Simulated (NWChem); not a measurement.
System: SiH₃O₂F; SMILES [SiH](O)(O)F

```xyz
7

Si     0.0294    -0.0293     0.3588
O      0.4948    -1.5170    -0.1934
O     -1.5157     0.2727    -0.1831
F      0.9856     1.1671    -0.2213
H      0.1924    -0.0480     1.8349
H      0.2479    -1.7129    -1.1146
H     -1.7659     1.2104    -0.2484
```
Atoms are numbered in this order, from 1.

Results from NWChem. Coordinates come from a PBE-D3(BJ)/def2-SVP optimisation. Atomic charges in e: unrestrained fits to the electrostatic potential beside Mulliken populations; buried atoms are poorly determined by the fit.

**Question.** What does the run give for B3LYP/def2-SVP? Quantities: ESP Si1; Mulliken Si1; ESP O2; Mulliken O2; ESP O3; Mulliken O3; ESP F4; Mulliken F4; relative RMS misfit of the potential (%).

**Answer.** ESP Si1: 1.10
Mulliken Si1: 0.89
ESP O2: -0.68
Mulliken O2: -0.39
ESP O3: -0.70
Mulliken O3: -0.41
ESP F4: -0.38
Mulliken F4: -0.36
relative RMS misfit of the potential (%): 17
